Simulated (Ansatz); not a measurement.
Consider the hydrogenolysis of a B–N bond: `C=NB(O)F` + H₂ → `OBF` + `C=N`.

Gas-phase electronic energies from Ansatz, PBE0-D4/def2-TZVP geometries. CCSD(T)/CBS adds triple-zeta CCSD(T) − MP2 to the extrapolated MP2 energy (def2 sets, frozen cores). This one scheme is used for every species. DFT in def2-TZVPP. B3LYP here is the variant with VWN-RPA as its local correlation; programs differ in this. HSE06 is defined as in plane-wave codes. Each species was taken in one conformer, which may not be the lowest.

```json
{"level": "BHLYP-D4", "ΔE (kJ/mol)": "36.0"}
{"level": "r2SCAN", "ΔE (kJ/mol)": "42.8"}
{"level": "B3LYP", "ΔE (kJ/mol)": "31.8"}
{"level": "r2SCANh", "ΔE (kJ/mol)": "41.4"}
{"level": "HSE06", "ΔE (kJ/mol)": "34.1"}
{"level": "CAM-B3LYP", "ΔE (kJ/mol)": "32.9"}
{"level": "CCSD/def2-SVP", "ΔE (kJ/mol)": "31.1"}
{"level": "MP2/def2-QZVPP", "ΔE (kJ/mol)": "37.8"}
```

(1) What does CCSD(T)/CBS give? (An estimate is asked.)

(2) What do rigid-rotor, harmonic-oscillator terms from PBE0-D4/def2-TZVP frequencies (298.15 K, 1 bar) make of the CCSD(T)/CBS value? (An estimate is asked.)

Largest T1 diagnostic among the species: 0.013.

## Answers

(1) Ansatz gave: +33.2 kJ/mol. The listed levels differ from it by 2.8, 9.6, -1.4, 8.2, 0.9, -0.3, -2.1, 4.6 kJ/mol.

(2) The calculation gave: ΔZPE = +19.2 kJ/mol, ΔH = +48.4 kJ/mol, ΔS = 41 J/(mol·K), ΔG = +36.1 kJ/mol.

The D4 term adds +7.4 kJ/mol with B3LYP and +4.0 kJ/mol with PBE0; it sums over pairs of atoms, weighted by their polarisabilities, and B3LYP, whose exchange is more repulsive, gets the larger term. From r2SCAN to r2SCAN0 (25 % exact exchange), in def2-TZVPP and without D4, ΔE moves by −3.2 kJ/mol. Leaving LDA and LC-ωPBE aside and taking each functional with its dispersion term where it has one, the values, not all of them listed here, spread over 11.1 kJ/mol, from B2PLYP to r2SCAN-D4. LDA lies +13.2 kJ/mol from PBE without D4.
